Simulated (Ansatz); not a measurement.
`CO[SiH](C)Cl` + HI → `CO[SiH](Cl)I` + CH₄ at 500 K and 1 bar (ligand exchange at the Si–C bond).

Computed with Ansatz on PBE0-D4/def2-TZVP structures; ΔE is electronic, products minus reactants. CCSD(T)/CBS is the MP2 limit (def2-TZVPP, def2-QZVPP) plus CCSD(T) − MP2 in def2-TZVPP, frozen cores. This one scheme is used for every species. Elements past krypton have def2 core potentials. For I outer-core shells are correlated without core-valence functions, which leaves a few kJ/mol of doubt a bond. One conformer a species, not always the lowest.

| species | CCSD(T)/CBS energy (Eh) | H − E (kJ/mol) | S (J/(mol·K)) |
| --- | --- | --- | --- |
| `CO[SiH](C)Cl` | -904.45266 | 287.2 | 435.7 |
| HI | -298.03592 | 28.6 | 221.6 |
| `CO[SiH](Cl)I` | -1162.05764 | 188.5 | 444.4 |
| CH₄ | -40.46206 | 135.6 | 206.8 |

H − E and S are ideal-gas, rigid-rotor, harmonic terms from PBE0-D4/def2-TZVP, for one conformer and one mirror image of each species. 1 Eh = 2625.50 kJ/mol, R = 8.31446 J/(mol·K).

Q: By hand: ΔE, ΔH, ΔS and ΔG.

A: ΔE = (-1162.05764) + (-40.46206) − (-904.45266) − (-298.03592) = -0.03112 Eh = -81.7 kJ/mol. Δ(H − E) = 188.5 + 135.6 − 287.2 − 28.6 = 8.3, so ΔH = -73.4 kJ/mol. ΔS = 444.4 + 206.8 − 435.7 − 221.6 = -6.1 J/(mol·K). ΔG = -73.4 − 500 × (-6.1)/1000 = -70.4 kJ/mol.

Q: By hand: the equilibrium constant, and the temperature at which ΔG would vanish if ΔH and ΔS stayed fixed.

A: log₁₀ K = −ΔG/(RT ln 10) = 7.4. ΔG = 0 at ΔH/ΔS = 12033 K, far beyond where these terms or the molecules hold.

The number of gas molecules stays the same, so ΔS is small and ΔH decides. A doubt of 5 kJ/mol in ΔE shifts log₁₀ K by 0.5 here. Other conformers and mirror images would add mixing entropy, several J/(mol·K) or more a flexible species. These are equilibria of isolated gas molecules and say nothing of rates. Largest T1 diagnostic: 0.010 (customary marks: 0.02 for closed shells, 0.045 for open ones).
